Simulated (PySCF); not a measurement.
C2H8N2, triplet, at the geometry of the source list (a higher spin typed on purpose: for a closed-shell molecule this is an excited state) (in this run its highest filled SCF level lies above zero, so its values depend strongly on the basis, on diffuse functions most of all); M06/6-31G run with PySCF.

Here is a job for PySCF.
```python
from pyscf import gto, scf, dft

mol = gto.Mole()
mol.atom = '''
    N     1.81950000    0.32830000   -0.22850000
    C     0.58870000    0.06660000    0.49630000
    C    -0.52930000   -0.28720000   -0.48430000
    N    -1.74500000   -0.60500000    0.24350000
    H     2.57600000    0.52730000    0.41560000
    H     1.70680000    1.13510000   -0.83450000
    H     0.25620000    0.91600000    1.12030000
    H     0.75780000   -0.78560000    1.15790000
    H    -0.23140000   -1.17120000   -1.05210000
    H    -0.64970000    0.54680000   -1.19940000
    H    -2.48190000   -0.87720000   -0.39670000
    H    -2.06750000    0.20610000    0.76200000
'''
mol.basis = '6-31g'
mol.spin = 2
mol.verbose = 4
mol.build()

mf = dft.UKS(mol)
mf.xc = 'm06'
mf.grids.radi_method = dft.radi.delley
mf.kernel()
mf.analyze()
```

Q: What does PySCF print? Leave out banner, timings and long lists.

A: 
```
PySCF version 2.14.0

[INPUT] verbose = 4
[INPUT] num. atoms = 12
[INPUT] num. electrons = 34
[INPUT] charge = 0
[INPUT] spin (= nelec alpha-beta = 2S) = 2
[INPUT] symmetry False subgroup None
[INPUT] Mole.unit = angstrom
[INPUT] Symbol           X                Y                Z      unit          X                Y                Z       unit  Magmom
[...]
nuclear repulsion = 132.4374960302
number of shells = 36
number of NR pGTOs = 120
number of NR cGTOs = 52
basis = 6-31g
ecp = {}

******** <class 'pyscf.dft.uks.UKS'> ********
method = UKS
initial guess = minao
damping factor = 0
level_shift factor = 0
DIIS = <class 'pyscf.scf.diis.CDIIS'>
diis_start_cycle = 1
diis_space = 8
diis_damp = 0
SCF conv_tol = 1e-09
SCF conv_tol_grad = None
SCF max_cycles = 50
direct_scf = True
direct_scf_tol = 1e-13
number electrons alpha = 18  beta = 16
XC library pyscf.dft.libxc version 7.1.2
    S. Lehtola, C. Steigemann, M. J. T. Oliveira, and M. A. L. Marques,  SoftwareX 7, 1–5 (2018)
XC functionals = m06
    Y. Zhao and D. G. Truhlar,  Theor. Chem. Acc. 120, 215 (2008)
    Y. Zhao and D. G. Truhlar,  Theor. Chem. Acc. 120, 215 (2008)
radial grids: B. Delley radial grids. Ref. JCP 104, 9848 (1996); DOI:10.1063/1.471749. log2 algorithm
becke partition: Becke, JCP 88, 2547 (1988); DOI:10.1063/1.454033
pruning grids: <function nwchem_prune>
grids dens level: 3
symmetrized grids: False
atomic radii adjust function: <function treutler_atomic_radii_adjust>
small_rho_cutoff = 0
Set gradient conv threshold to 3.16228e-05
tot grids = 146240
init E= -190.628021899489

cycle= 1 E= -190.026196405845  delta_E= 0.602  |g|= 0.184  |ddm|= 5.61

cycle= 2 E= -190.025922483035  delta_E= 0.000274  |g|= 0.209  |ddm|= 0.952

cycle= 3 E= -190.047058597619  delta_E= -0.0211  |g|= 0.0156  |ddm|= 0.428

cycle= 4 E= -190.046500572144  delta_E= 0.000558  |g|= 0.0348  |ddm|= 0.205

cycle= 5 E= -190.046936714022  delta_E= -0.000436  |g|= 0.0239  |ddm|= 0.265

cycle= 6 E= -190.04730833903  delta_E= -0.000372  |g|= 0.00343  |ddm|= 0.128

cycle= 7 E= -190.047319042204  delta_E= -1.07e-05  |g|= 0.00188  |ddm|= 0.0298

cycle= 8 E= -190.047321845374  delta_E= -2.8e-06  |g|= 0.00213  |ddm|= 0.0258

cycle= 9 E= -190.047323799582  delta_E= -1.95e-06  |g|= 0.00276  |ddm|= 0.0229

cycle= 10 E= -190.04731962685  delta_E= 4.17e-06  |g|= 0.00101  |ddm|= 0.065

cycle= 11 E= -190.047319170334  delta_E= 4.57e-07  |g|= 0.000106  |ddm|= 0.0309

cycle= 12 E= -190.047319169456  delta_E= 8.78e-10  |g|= 5.95e-05  |ddm|= 0.00354

cycle= 13 E= -190.04731917313  delta_E= -3.67e-09  |g|= 5.24e-05  |ddm|= 0.00208

cycle= 14 E= -190.047319172092  delta_E= 1.04e-09  |g|= 1.15e-05  |ddm|= 0.0021

cycle= 15 E= -190.047319172036  delta_E= 5.59e-11  |g|= 3.9e-06  |ddm|= 0.000488

Extra cycle  E= -190.047319171514  delta_E= 5.22e-10  |g|= 2.85e-05  |ddm|= 0.000148
converged SCF energy = -190.047319171514  <S^2> = 2.0049944  2S+1 = 3.0033278
**** SCF Summaries ****
Total Energy =                        -190.047319171514033
Nuclear Repulsion Energy =             132.437496030199981
One-electron Energy =                 -517.292921052010684
Two-electron Energy =                  194.808105850296670
Two-electron Coulomb Energy =          222.241663744773859
DFT Exchange-Correlation Energy =      -27.433557894477193
**** MO energy ****
                             alpha | beta                alpha | beta
[...]
To work with the spin densities directly, `use mulliken_meta_spin()` only printing them here.

 ** Mulliken spin pop alpha/beta on meta-lowdin orthogonal AOs **
 ** Mulliken Spin Density (per AO)  **
spin_pop of  0 N 1s       -0.00000
spin_pop of  0 N 2s        0.14211
spin_pop of  0 N 3s        0.00886
spin_pop of  0 N 2px       0.02779
spin_pop of  0 N 2py       0.30147
spin_pop of  0 N 2pz       0.13156
spin_pop of  0 N 3px       0.00022
spin_pop of  0 N 3py       0.00253
spin_pop of  0 N 3pz       0.00136
spin_pop of  1 C 1s       -0.00000
spin_pop of  1 C 2s       -0.00158
spin_pop of  1 C 3s        0.00007
spin_pop of  1 C 2px       0.03871
spin_pop of  1 C 2py       0.02004
spin_pop of  1 C 2pz       0.01872
spin_pop of  1 C 3px       0.01824
spin_pop of  1 C 3py       0.00235
spin_pop of  1 C 3pz       0.00015
spin_pop of  2 C 1s       -0.00000
spin_pop of  2 C 2s       -0.00159
spin_pop of  2 C 3s        0.00006
spin_pop of  2 C 2px       0.04954
spin_pop of  2 C 2py       0.00714
spin_pop of  2 C 2pz       0.02068
spin_pop of  2 C 3px       0.02019
spin_pop of  2 C 3py       0.00044
spin_pop of  2 C 3pz       0.00009
spin_pop of  3 N 1s       -0.00000
spin_pop of  3 N 2s        0.14198
spin_pop of  3 N 3s        0.00885
spin_pop of  3 N 2px       0.03893
spin_pop of  3 N 2py       0.24960
spin_pop of  3 N 2pz       0.17182
spin_pop of  3 N 3px       0.00186
spin_pop of  3 N 3py       0.00065
spin_pop of  3 N 3pz       0.00161
spin_pop of  4 H 1s        0.09285
spin_pop of  4 H 2s        0.04395
spin_pop of  5 H 1s        0.06945
spin_pop of  5 H 2s        0.04190
spin_pop of  6 H 1s        0.03844
spin_pop of  6 H 2s        0.00032
spin_pop of  7 H 1s       -0.00054
spin_pop of  7 H 2s        0.00155
spin_pop of  8 H 1s       -0.00051
spin_pop of  8 H 2s        0.00154
spin_pop of  9 H 1s        0.03843
spin_pop of  9 H 2s        0.00032
spin_pop of  10 H 1s        0.09279
spin_pop of  10 H 2s        0.04392
spin_pop of  11 H 1s        0.06933
spin_pop of  11 H 2s        0.04184
 ** Mulliken Spin Density (per atom)  **
spin density of  0 N =      0.61590
spin density of  1 C =      0.09669
spin density of  2 C =      0.09655
spin density of  3 N =      0.61529
spin density of  4 H =      0.13680
spin density of  5 H =      0.11135
spin density of  6 H =      0.03876
spin density of  7 H =      0.00101
spin density of  8 H =      0.00102
spin density of  9 H =      0.03875
spin density of  10 H =      0.13671
spin density of  11 H =      0.11117
 ** Mulliken pop alpha/beta on meta-lowdin orthogonal AOs **
 ** Mulliken pop       alpha | beta **
In total            18.00000 | 16.00000
 ** Mulliken atomic charges   ( Nelec_alpha | Nelec_beta ) **
charge of  0N =     -0.32704  (     3.97147      3.35557 )
charge of  1C =     -0.15298  (     3.12484      3.02814 )
charge of  2C =     -0.15287  (     3.12471      3.02816 )
charge of  3N =     -0.32726  (     3.97128      3.35599 )
charge of  4H =      0.11427  (     0.51127      0.37447 )
charge of  5H =      0.12076  (     0.49529      0.38395 )
charge of  6H =      0.12145  (     0.45865      0.41989 )
charge of  7H =      0.12350  (     0.43875      0.43775 )
charge of  8H =      0.12365  (     0.43869      0.43766 )
charge of  9H =      0.12133  (     0.45871      0.41996 )
charge of  10H =      0.11431  (     0.51120      0.37449 )
charge of  11H =      0.12089  (     0.49514      0.38397 )
Dipole moment(X, Y, Z, Debye): -0.29867,  1.10750, -0.06036
```
